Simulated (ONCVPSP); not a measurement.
chromium: one change to an ONCV potential, before and after

chromium, optimised norm-conserving Vanderbilt (ONCV), made with ONCVPSP 4.0.1 (PBE, fully relativistic). Core [Ne], reference 3s2 3p6 3d5 4s0.75 (charge +0.25). Waves: 3s+4s: rc 1.75 bohr, ncon 4, nbas 7, qcut 6.4 1/bohr, 2 projectors; 3p: rc 0.90 bohr, ncon 3, nbas 6, qcut 10.3 1/bohr, 1 projector; 3d: rc 1.05 bohr, ncon 5, nbas 10, qcut 7.7 1/bohr, 2 projectors, debl 3.1 Ha. Local part: polynomial inside 0.70 bohr (lpopt 5, dvloc0 4 Ha). Core correction: Teter function, fcfact 5.5, rcfact 1.65.

Open shells are filled in proportion to 2j + 1.

Change: s: qcut 9.

Cutoffs: the cutoffs (Ha) at which the residual kinetic energy of the hardest occupied pseudo-wave falls to 1 and 0.1 mHa per electron; they do not see the model core or the augmentation charge, which bear on the density cutoff. Errors are all-electron minus pseudo energies relative to the spin-unpolarised reference configuration.

Question: How do hardness, ghosts and transferability respond?

Answer: The potential gets neither clearly harder nor softer (329 Ha and 361 Ha → 329 Ha and 361 Ha); the d channel sets the loose cutoff, while the largest relative change is in s, which becomes harder; the errors of the 4 common tests hardly move; neither file shows a bound ghost.

```csv
quantity,base,changed
"cutoff, loose",329 Ha,329 Ha
"cutoff, tight",361 Ha,361 Ha
loose cutoff by channel,"s 10.0 Ha, p 41 Ha, d 329 Ha","s 19 Ha, p 41 Ha, d 329 Ha"
bound ghosts,none,none
GHOST(+) flags under 300 eV,none,s at 203.2 eV
"error for 3s2 3p6 3d5 4s1, meV [ΔE -1.18 eV]",-0.3,-0.3
"error for 3s2 3p6 3d5 4s0, meV [ΔE 5.73 eV]",+0.5,+0.6
"error for 3s2 3p6 3d4 4s0, meV [ΔE 21.78 eV]",+1.8,+1.7
"error for 3s2 3p6 3d4 4s1, meV [ΔE 6.81 eV]",+3.2,+3.1
s: phases at 1.78 bohr within 0.05 rad from the reference energy up to (Ha; the scan ends near 5),4.7,to the end of the scan
p3/2: phases at 0.91 bohr within 0.05 rad from the reference energy up to (Ha; the scan ends near 5),to the end of the scan,to the end of the scan
p1/2: phases at 0.91 bohr within 0.05 rad from the reference energy up to (Ha; the scan ends near 5),to the end of the scan,to the end of the scan
d5/2: phases at 1.07 bohr within 0.05 rad from the reference energy up to (Ha; the scan ends near 5),to the end of the scan,to the end of the scan
d3/2: phases at 1.07 bohr within 0.05 rad from the reference energy up to (Ha; the scan ends near 5),to the end of the scan,to the end of the scan
"rms error of d²Exc/dni dnj with the model core, mHa",3.86,3.93
```
